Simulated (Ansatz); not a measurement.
Reactions of `CN(C)C`.

Calculated with Ansatz (gas phase, PBE0-D4/def2-TZVP geometries, no zero-point term in ΔE). CBS: MP2 limit from def2 TZ/QZ plus the TZ coupled-cluster correction, frozen cores. DFT in def2-TZVPP. def2 core potentials past Kr. For Mg, Sn outer-core shells are correlated without core-valence functions, which leaves a few kJ/mol of doubt a bond. Each species was taken in one conformer, which may not be the lowest.

```json
{"reaction": "`CN(C)C` + `NB(N)O` → `CNB(N)O` + dimethylamine", "CCSD(T)/CBS(def2) (kJ/mol)": "22"}
{"reaction": "`CN(C)C` + `[OH][SnH3]` → `C[O][SnH3]` + dimethylamine", "CCSD(T)/CBS(def2) (kJ/mol)": "43"}
{"reaction": "`CN(C)C` + `COB(C)O` → `COB(C)OC` + dimethylamine", "CCSD(T)/CBS(def2) (kJ/mol)": "40"}
{"reaction": "`CN(C)C` + `[OH][Mg][F]` → `C[O][Mg][F]` + dimethylamine", "CCSD(T)/CBS(def2) (kJ/mol)": "?"}
```

(1) Fill in the missing values. (Estimate.)

Largest T1 diagnostic: 0.014, for `[OH][SnH3]`.

Results:

(1) Computed: `CN(C)C` + `[OH][Mg][F]` → `C[O][Mg][F]` + dimethylamine: +44.4 kJ/mol.
